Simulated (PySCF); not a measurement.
Run record: geometry optimisation, `C=C(C)C1=C[C@@H]2[C@H](C)[C@@H]2C1`.

Method: PBE0-D3(BJ)/def2-SVP geometry optimisation, gas phase (PySCF 2.14.0). Start geometry: GFN2-xTB. The command runs a driver script over a list of jobs; the input below is this job's line of settings and its coordinates in Å.

Command:
```bash
OMP_NUM_THREADS=1 python probes_run.py task.json out
```

Input:
```
{"job": {"xc": "PBE0", "basis": "def2-SVP", "d3": "d3bj", "grid": 1, "shake": 0.01, "kind": "geom"}, "charge": 0, "multiplicity": 1}
C      2.577130    -1.232470    -0.272300
C      1.914440    -0.125250     0.160470
C      2.555450     0.815660     1.126600
C      0.604810     0.214550    -0.269250
C     -0.158700     1.264440     0.110890
C     -1.504660     1.274280    -0.478030
C     -2.385740     0.094580    -0.124700
C     -2.137930    -0.784450     1.063370
C     -1.550230     0.048630    -1.341230
C     -0.199950    -0.639140    -1.245940
H      3.547770    -1.444050     0.056530
H      2.116660    -1.898530    -0.961300
H      2.583580     1.835740     0.714960
H      1.994230     0.855820     2.073110
H      3.585350     0.484300     1.355780
H      0.159070     2.064140     0.800440
H     -1.959430     2.224670    -0.732240
H     -3.459270     0.282290    -0.301310
H     -2.697630    -0.416600     1.934490
H     -2.532810    -1.792300     0.866660
H     -1.113910    -0.836240     1.309690
H     -2.024270     0.033460    -2.335900
H     -0.283130    -1.656980    -0.932410
H      0.304880    -0.646950    -2.229880
```

Output:
```
step   0  E = -388.70678092  max force = 0.036600
step   1  E = -388.71449399  max force = 0.008777
step   2  E = -388.71476639  max force = 0.003073
step   3  E = -388.71485045  max force = 0.002335
step   4  E = -388.71491156  max force = 0.000438
step   5  E = -388.71491932  max force = 0.000610
step   6  E = -388.71493264  max force = 0.000256
optimisation converged
```

Energies in Eh; «max force» is the largest Cartesian gradient component in Eh/bohr.

**Question.** Give the first gradient maximum in eV/Å.

**Answer.** With 1 Eh/bohr = 51.422 eV/Å, 1.882 eV/Å.

**Question.** How much energy does the optimisation release, in kcal/mol?

**Answer.** E(step 0) − E(last step) = 0.008152 Eh, which is 5.1 kcal/mol.

Main results: final energy -388.71493 Eh after 6 steps; dipole 0.41 D.

**Question.** Give the final coordinates.

**Answer.** 0.051 Å rms from the input after alignment:
```
atom  x, y, z in Å
C1     2.4112   -0.9036   -0.1002
C2     1.7743    0.1922    0.3525
C3     2.4292    1.1224    1.3330
C4     0.4254    0.5283   -0.1026
C5    -0.3155    1.5848    0.3005
C6    -1.6672    1.5887   -0.3006
C7    -2.5709    0.4086    0.0193
C8    -2.3831   -0.5017    1.2009
C9    -1.7039    0.3706   -1.2048
C10   -0.3420   -0.2982   -1.1130
H11    3.4220   -1.1498    0.2352
H12    1.9474   -1.5874   -0.8143
H13    2.5400    2.1319    0.9049
H14    1.8233    1.2272    2.2472
H15    3.4256    0.7612    1.6213
H16    0.0155    2.3419    1.0141
H17   -2.1378    2.5385   -0.5712
H18   -3.6224    0.6156   -0.2104
H19   -2.9231   -0.1191    2.0810
H20   -2.7721   -1.5089    0.9814
H21   -1.3243   -0.6041    1.4790
H22   -2.1943    0.4175   -2.1802
H23   -0.4161   -1.3550   -0.8003
H24    0.1735   -0.2988   -2.0887
```

Hardware: Intel Xeon 6975P-C, one thread, on a shared host. Cost: 1.9 min wall, 0.92 GiB resident at most.
Labels such as C1 count atoms from 1, the log's own numbers from 0.
